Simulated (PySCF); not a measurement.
## Spinor energies of S (sulfur, neutral)

Start: [Ne] 3s2 3p4; 3p1/2 filled at m_j = -1/2, +1/2; 3p3/2 filled at m_j = +1/2, +3/2. Calculated with PySCF 2.14 in x2c-SVPall-2c with one added diffuse shell each of s, p type (5s5p1d, 25 functions): generalised Hartree-Fock with the X2C-1e Hamiltonian and a Gaussian nucleus; one run each with spin-orbit coupling (SO) switched off, then screened by Boettger's factors.

```csv
spinor shell,electrons,"ε, spin-free (eV)","ε, screened SO (eV)",weight of nominal j (screened SO),"rms radius, screened SO (bohr)"
1s1/2,2,-2510.2,-2510.1,1.000,0.112
2s1/2,2,-246.32,-246.30,1.000,0.517
2p1/2,2,-181.93,-183.05,0.933,0.489
2p3/2,4,-181.93,-181.36,0.966,0.492
3s1/2,2,-24.077,-24.071,1.000,1.86
3p3/2,2,-11.992,-12.761,0.831,2.23
3p1/2,2,-11.992,-11.227,0.678,2.30
```

| quantity | spin-free | screened SO |
| --- | --- | --- |
| E (hartree) | -398.43696 | -398.43832 |
| M_J | 2 | 2 |
| ⟨J²⟩ | 6.010 | 6.011 |
| ⟨L²⟩ | 2.005 | 2.009 |
| ⟨S²⟩ | 2.005 | 2.003 |

Each row is a mean over spinors that exchange with the open shell spreads, by up to 5.854 eV (3s1/2).

Rows whose weight is well below 1 are mixtures of j = l ± 1/2: exchange outweighs spin-orbit coupling there, and the label is only the starting occupation.

Without spin-orbit coupling the j labels of p, d and f shells carry no meaning; the spin-free column gives the mean over the occupied spinors of each nl shell.
